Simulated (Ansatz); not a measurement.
`OB(Br)Br` and `BB(O)Br` differ in one atom or group.

Ansatz, PBE0-D4/def2-TZVP geometries, multiplicity 1. Each molecule was computed in one conformer, which needn't be the lowest.

Scalar relativity is left out up to krypton.

```csv
property,`OB(Br)Br`
size of the dipole moment (B3LYP/def2-TZVPP) / D,1.73
HOMO energy (PBE/def2-TZVPP) / eV,-7.03
"ideal-gas entropy at 298 K and 1 bar (rigid rotor, harmonic PBE0-D4/def2-TZVP) / J/(mol·K)",319
HOMO–LUMO gap (ωB97M-V/def2-TZVPP) / eV,11.92
size of the dipole moment (ωB97M-V/def2-TZVPP) / D,1.78
HOMO energy (B3LYP/def2-TZVPP) / eV,-8.06
```

(1) Give the same properties after the change, and the shifts. (An estimate is asked.)

## Answers

(1) The calculation gave: 
```csv
property,`BB(O)Br`,shift
size of the dipole moment (B3LYP/def2-TZVPP) / D,1.26,-0.47
HOMO energy (PBE/def2-TZVPP) / eV,-7.05,-0.02
"ideal-gas entropy at 298 K and 1 bar (rigid rotor, harmonic PBE0-D4/def2-TZVP) / J/(mol·K)",316,-3
HOMO–LUMO gap (ωB97M-V/def2-TZVPP) / eV,10.44,-1.48
size of the dipole moment (ωB97M-V/def2-TZVPP) / D,1.28,-0.50
HOMO energy (B3LYP/def2-TZVPP) / eV,-8.07,-0.01
```

With PBE0 the HOMO rises by 0.05 eV and the LUMO falls by 1.25 eV, so the gap narrows by about 1.30 eV. PBE moves the HOMO by -0.02 eV and ωB97M-V by 0.08 eV. The zero-point energy changes by 50.4 kJ/mol with +6 modes. Dipoles are sizes alone; their direction can turn.

B3LYP here is the variant with VWN-RPA as its local correlation; programs differ in this.

Spin–orbit coupling is left out; it splits and shifts lone-pair levels of the heavy atoms by tenths of an eV.
